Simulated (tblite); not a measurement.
Species: C₇H₈ClOP.
Atom-mapped SMILES: `[CH3:1][O:2][c:3]1[cH:4][c:5]([CH3:6])[cH:7][c:8]([Cl:9])[p:10]1` (hydrogens: H11, H12, H13 on C1; H14 on C4; H15, H16, H17 on C6; H18 on C7)

Structure optimised with GFN2-xTB, isolated species.

**Question.** Give the optimised bond lengths and angles.

**Answer.** 
```
                  bond  length (pm)     order
                 C1–O2        140.4    single
                 O2–C3        135.6    single
                 C3–C4        139.0  aromatic
                 C4–C5        138.4  aromatic
                 C5–C6        149.8    single
                 C5–C7        139.3  aromatic
                 C7–C8        137.5  aromatic
                C8–Cl9        173.5    single
                C8–P10        174.2  aromatic
                C3–P10        175.7  aromatic
C1–H11, C1–H12, C1–H13        109.4    single
                C4–H14        108.2    single
C6–H15, C6–H16, C6–H17        108.8    single
                C7–H18        108.1    single
```

Bonds in one row agree within 1 pm and their mean is given. Orders are formal, as drawn. A selection of angles:
```
     angle  degrees
 O2–C1–H11    111.1
 O2–C1–H12    106.3
H11–C1–H12    109.9
  C1–O2–C3    117.1
  O2–C3–C4    114.8
 O2–C3–P10    120.4
 C4–C3–P10    124.9
  C3–C4–C5    125.1
 C3–C4–H14    115.9
 C5–C4–H14    119.1
  C4–C5–C6    119.5
  C4–C5–C7    121.4
  C6–C5–C7    119.1
 C5–C6–H15    110.9
 C5–C6–H17    109.7
H15–C6–H16    109.1
H15–C6–H17    108.0
  C5–C7–C8    122.7
 C5–C7–H18    118.9
 C8–C7–H18    118.4
 C7–C8–Cl9    118.2
 C7–C8–P10    127.9
Cl9–C8–P10    113.9
 C3–P10–C8     98.1
```

Torsions: C1–O2–C3–C4 180° (antiperiplanar). The mirror-image conformer, all signs reversed, is as good.

The 5 C–C bonds span 1.375 Å (C7–C8, aromatic) to 1.498 Å (C5–C6, drawn single), a spread of 0.123 Å. The 6-membered ring C3–C4–C5–C7–C8–P10 has internal angles of 98.1° to 127.9° (sum 720°, against 720° for a flat polygon); it is planar, 0.00 Å rms from its mean plane, widest ring torsion 0°. Of the pairs four or more bonds apart, P10···H13 is among the closest relative to their van der Waals radii: 2.77 Å, 92 % of the sum of Bondi's values. The 10 heavy atoms lie in one plane (0.008 Å rms). The 2 C–O bonds span 1.356 Å (O2–C3, drawn single) to 1.404 Å (C1–O2, drawn single), a spread of 0.048 Å.

GFN2-xTB frequencies show an imaginary mode (30i cm⁻¹), so the point is no minimum at that level. 2 starts were optimised and ended at 0.00 and 1.69 kcal/mol (GFN2-xTB); the lowest of these is shown.

These are computed values.
